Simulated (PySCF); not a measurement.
SMILES Oc1cccc2c1CC=C2, C9H8O

Geometry:
```
atom   x (Å)   y (Å)   z (Å)
  O1  -0.949   2.487   0.066
  C2  -0.942   1.123   0.020
  C3  -2.114   0.373  -0.029
  C4  -2.072  -1.013  -0.073
  C5  -0.868  -1.694  -0.071
  C6   0.303  -0.951  -0.025
  C7   0.268   0.449   0.021
  C8   1.666   0.978   0.065
  C9   2.479  -0.278   0.035
 C10   1.694  -1.360  -0.015
 H11  -1.860   2.804   0.058
 H12  -3.069   0.882  -0.034
 H13  -3.002  -1.562  -0.108
 H14  -0.840  -2.772  -0.108
 H15   1.880   1.627  -0.787
 H16   1.849   1.566   0.967
 H17   3.554  -0.264   0.052
 H18   2.013  -2.387  -0.046
```

Method used: GIAO HF/pcSseg-1 magnetisability, rotational g tensor and spin-rotation constants, non-relativistic, gas phase (PySCF 2.14.0). Geometry: GFN2-xTB.

**Question.** Give the nuclear spin-rotation constants along the inertial axes (H = +C I·J) beside the isotropic shieldings.

**Answer.** Rotational constants 2.2087, 1.4762, 0.8896 GHz. A star marks the isotopologue with that one atom substituted, in its own axes.
```csv
atom,isotope,Caa (kHz),Cbb (kHz),Ccc (kHz),mean (kHz),σ (ppm)
H11,1H,0.073,-0.162,-0.105,-0.064,27.7
H12,1H,0.209,-0.148,-0.095,-0.011,25.5
H13,1H,-0.032,0.030,-0.087,-0.030,24.5
H14,1H,-0.174,0.122,-0.089,-0.047,24.8
H15,1H,-0.235,-0.059,-0.018,-0.104,28.7
H16,1H,-0.235,-0.060,-0.018,-0.104,28.7
H17,1H,0.203,-0.129,-0.098,-0.008,25.2
H18,1H,-0.020,0.023,-0.097,-0.031,25.0
O1,17O*,-0.301,-0.182,-0.093,-0.192,247.0
C2,13C*,0.852,0.729,0.143,0.575,32.8
C3,13C*,0.928,0.438,0.104,0.490,78.8
C4,13C*,0.890,0.644,0.085,0.540,55.9
C5,13C*,0.717,0.645,0.082,0.481,74.4
C6,13C*,1.142,0.577,0.107,0.609,36.8
C7,13C*,0.904,0.597,0.100,0.534,59.7
C8,13C*,0.322,0.251,0.134,0.236,159.2
C9,13C*,1.160,0.468,0.118,0.582,47.4
C10,13C*,1.074,0.457,0.130,0.553,55.1
```
For the geometry as given, no vibrational averaging.
